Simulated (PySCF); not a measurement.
# Si3H4OF4

Si3H4OF4 is a molecule drawn to mimic a surface site (built as: Si site whose three back bonds go to SiH3, F, OSiF3; end group H), neutral, singlet. The structure, one conformer, was relaxed in the gas phase by PBE0-D3(BJ)/def2-SVP. No frequency run checks that it is a minimum.

SMILES: F[SiH]([SiH3])O[Si](F)(F)F

Coordinates in Å:
```
Si1    -0.888   -1.039    0.088
Si2    -1.645    1.177    0.132
F3     -1.215   -1.675   -1.367
O4      0.771   -1.076    0.278
Si5     2.122   -0.251   -0.025
F6      2.936   -0.879   -1.240
F7      3.065   -0.238    1.256
F8      1.765    1.263   -0.393
H9     -1.449   -1.947    1.119
H10    -1.126    1.834    1.369
H11    -3.139    1.183    0.156
H12    -1.152    1.898   -1.077
```

Shieldings: GIAO PBE0/pcSseg-1. Shifts are against computed references at the same level: H TMS (σ 31.27 ppm), Si TMS (σ 352.0 ppm). Core levels by delta-SCF with SCAN, pcX-2 on the ionised atom and pcseg-1 elsewhere, spin-free X2C (2p3/2 is the spin-free 2p value less a third of a first-order spin-orbit splitting); from the vacuum level, for chosen atoms.

**Question.** Give the shieldings and core levels atom by atom.

**Answer.** 
| atoms | bonded to | σ (ppm) | δ (ppm) | core level (eV) |
| --- | --- | --- | --- | --- |
| Si1 | 1 F + 1 O + 1 Si + 1 H | 344.5 | 7.5 | 2p3/2 108.84 |
| Si2 | 1 Si + 3 H | 461.1 | -109.2 | 2p3/2 107.18 |
| F3 | 1 Si | 324.5 | - | 1s 692.68 |
| O4 | 2 Si | 243.0 | - | 1s 539.41 |
| Si5 | 3 F + 1 O | 452.9 | -101.0 | 2p3/2 110.93 |
| F6 | 1 Si | 332.3 | - | - |
| F7 | 1 Si | 335.3 | - | - |
| F8 | 1 Si | 338.7 | - | - |
| H9 | 1 Si | 25.77 | 5.49 | - |
| H10 H11 H12 | 1 Si | 27.79 | 3.48 | - |

Values are those of this one static structure, with the three H of a rotating XH3 group averaged; atoms that internal rotation interchanges would show their mean in an NMR spectrum.

**Question.** Which of Si1, Si2, Si5 holds its core electrons tightest, and by how much against the loosest?

**Answer.** Si5 (bonded to 3 F + 1 O), by 3.75 eV over Si2 (bonded to 1 Si + 3 H).

**Question.** By CAM-B3LYP/def2-SVPD (TDDFT singlets, Tamm-Dancoff triplets, ionisation by delta-SCF), where does absorption start, and what does vertical ionisation take?

**Answer.** The lowest singlet lies at 6.90 eV (f 0.019), the strongest of the first 6 at 8.35 eV (f 0.395), the lowest triplet at 6.09 eV; vertical ionisation takes 10.93 eV.
